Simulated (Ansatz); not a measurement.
Born–Oppenheimer molecular dynamics of AlClH4OSi (8 atoms, charge 0, multiplicity 1). It goes on from the last frame of an earlier run, with new velocities.

Theory: Ansatz, RKS PBE0-D4/def2-mTZVP.

```json
{
  "ensemble": "NVT, Langevin thermostat",
  "time step": "1 fs",
  "steps asked": "150",
  "set temperature": "1000 K",
  "friction": "0.005 /fs",
  "seed": "493013"
}
```

First frame:

```xyz
8
Properties=species:S:1:pos:R:3
Al 0.013 0.056 0.014
Cl 0.099 -0.016 2.097
H 0.898 1.119 -0.831
O -1.027 -1.000 -0.744
Si -2.658 -1.222 -0.752
H -2.996 -2.495 -0.085
H -3.392 -0.144 -0.054
H -3.248 -1.287 -2.144
```

(1) How far do the bonds stretch over the last three quarters of this one trajectory? (Pairs bonded in most of those frames.)

Answers

(1) 
| bond | mean (Å) | spread (Å) | shortest | longest |
| --- | --- | --- | --- | --- |
| Al1–Cl2 | 2.120 | 0.063 | 2.01 | 2.22 |
| Al1–H3 | 1.588 | 0.097 | 1.43 | 1.75 |
| Al1–O4 | 1.692 | 0.042 | 1.59 | 1.77 |
| O4–Si5 | 1.645 | 0.040 | 1.56 | 1.74 |
| Si5–H6 | 1.493 | 0.024 | 1.44 | 1.54 |
| Si5–H7 | 1.509 | 0.095 | 1.36 | 1.66 |
| Si5–H8 | 1.497 | 0.049 | 1.39 | 1.60 |

Mean temperature of the second half: 618 K. The mean temperature of the second half is 38 % below the set value. A run of 0.15 ps of so small a system gives no equilibrium averages.

Time of the run: 5.6 min on 2 threads of Arm Neoverse V2, with other jobs on the host, peak memory 0.21 GiB.
